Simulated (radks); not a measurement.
Values are calculated unless marked as measured or tabulated.
Task: Ni4+, configuration [Ar] 3d6 (the NIST ground configuration). Level of theory: scalar-relativistic Kohn-Sham, SCAN, spin-polarised, spherical densities, finite nucleus; open shells are filled with parallel spins first; meta-GGA in the generalised Kohn-Sham scheme; Fermi nuclear charge, rms radius 3.7757 fm (a radial shooting solver on a logarithmic mesh with Libxc functionals). Some entries of the table are withheld. Estimate them.

orbital,occ.,eigenvalue (eV),<1/r> (bohr^-1)
1s up,1,-8302.634,28.09
1s down,1,-8302.628,28.09
2s up,1,-1058.678,6.081
2s down,1,-1054.949,6.097
2p up,3,-917.7580,5.952
2p down,3,-914.9867,5.966
3s up,1,(1),1.953
3s down,1,(2),1.936
3p up,3,(3),1.819
3p down,3,(4),1.798
3d up,5,-71.2274,(5)
3d down,1,-64.3950,(6)

Result: 
(1) 3s up eigenvalue (eV): -179.8668
(2) 3s down eigenvalue (eV): -173.0121
(3) 3p up eigenvalue (eV): -138.0358
(4) 3p down eigenvalue (eV): -131.2202
(5) 3d up <1/r> (bohr^-1): 1.537
(6) 3d down <1/r> (bohr^-1): 1.502
